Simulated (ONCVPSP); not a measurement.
Transferability test, ONCV potential for cadmium

cadmium (Cd), optimised norm-conserving Vanderbilt (ONCV), made with ONCVPSP 4.0.1 (PBEsol, scalar-relativistic). Core [Ar] 3d10, reference 4s2 4p6 4d10 5s1.5 (charge +0.5). Waves: 4s+5s: rc 1.70 bohr, ncon 3, nbas 7, qcut 6.6 1/bohr, 2 projectors; 4p: rc 1.10 bohr, ncon 4, nbas 8, qcut 7.2 1/bohr, 2 projectors, debl 1.5 Ha; 4d: rc 1.40 bohr, ncon 4, nbas 9, qcut 9.5 1/bohr, 1 projector. Local part: polynomial inside 0.95 bohr (lpopt 5, dvloc0 0 Ha). Core correction: Teter function, fcfact 1.75, rcfact 1.1.

In the p channel the program set the typed energies aside and used -2.615, 0.250 Ha.

Energies are relative to the spin-unpolarised reference configuration 4s2 4p6 4d10 5s1.5; without spin polarisation the order of configurations can differ from experiment.

| valence configuration | charge | ΔE all-electron (eV) | error AE − PS (meV) |
| --- | --- | --- | --- |
| 4s2 4p6 4d10 5s2 | 0 | -3.731 | +0.4 |
| 4s2 4p6 4d10 5s0 | +2 | 22.674 | -7.9 |

What are ΔE and the potential's error for 4s2 4p6 4d9 5s2?

ΔE = 14.243 eV all-electron; the error (AE − PS) is -0.9 meV.

What are ΔE and the potential's error for 4s2 4p6 4d10 5s1?

ΔE = 5.578 eV all-electron; the error (AE − PS) is -1.1 meV.

Levels in the configuration 4s2 4p6 4d10 5s0:

```json
{"level": "4s", "all-electron (eV)": "-124.712", "pseudo (eV)": "-124.788"}
{"level": "4p", "all-electron (eV)": "-85.825", "pseudo (eV)": "-85.847"}
{"level": "4d", "all-electron (eV)": "-30.439", "pseudo (eV)": "-30.439"}
```

Note: no bound ghost flagged; GHOST(+) flagged for s at 88.9 eV.
